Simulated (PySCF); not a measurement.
An unknown is described by computed data only.

Formula: CH5N3Si.

| Property | Result |
| --- | --- |
| 13C NMR | chemical shifts (computed TMS as zero) by class: 127.6 (1 C) ppm [GIAO PBE0/pcSseg-1] |
| Triplet | lowest triplet excitation (Tamm–Dancoff): 5.82 eV [TDA PBE0/def2-SVPD] |
| NMR, other nuclei | isotropic shieldings of nuclei other than C and H, by class: -81 (1 N), 248 (2 N), 404 (1 Si) ppm [GIAO PBE0/pcSseg-1] |
| Polarisability | 56.3 au [PBE0/def2-SVPD] |
| Rotational structure | rotational constants A, B, C: 6.366, 2.818, 2.185 GHz [GFN2-xTB] |
| 1H NMR | chemical shifts (computed TMS as zero) by class: 5.04 (1 H), 0.67 (4 H) ppm [GIAO PBE0/pcSseg-1] |
| UV, strongest line | among the 6 lowest singlet transitions: S2 at 6.52 eV (190 nm, f = 0.056) [TDDFT PBE0/def2-SVPD] |

Electronic properties: PySCF, gas phase, density fitting. Levels stand in brackets. NMR shifts are as computed; neighbouring signals can stand in another order in a measured spectrum. Geometry: GFN2-xTB, one conformer, isolated molecule. NMR values are class means; diastereotopic atoms form classes of their own.

Question: What is the compound? Reason from the data.

Answer: Numbering: `[N:1]#[C:2][SiH:3]([NH2:4])[NH2:5]`. Its formula, CH5N3Si, gives 2 degrees of unsaturation: 0 rings and 2 π bonds in the structure found. The one carbon: cyano carbon [C2] (127.6 ppm). Hydrogen classes from least to most shielded: 1 H on an SiH silicon, Si3 (5.04 ppm), 4 H on 2 silicon-bound nitrogens, N4/N5 (0.67 ppm). The other shieldings belong to: -81 ppm, cyano nitrogen [N1]; 248 ppm, silicon-bound nitrogen [N4/N5]; 404 ppm, SiH silicon [Si3]. The optimised geometry has point group C1 and is an asymmetric top. Structure: `N#C[SiH](N)N`. The assignments are read from this structure; whether some other isomer fits the data as well wasn't checked.

The values belong to the conformer `[N:1]#[C:2][SiH:3]([NH2:4])[NH2:5]`: H–N4–Si3–C2 -48°, H–N4–Si3–C2 173°, H–N5–Si3–C2 -70°, H–N5–Si3–C2 70°.
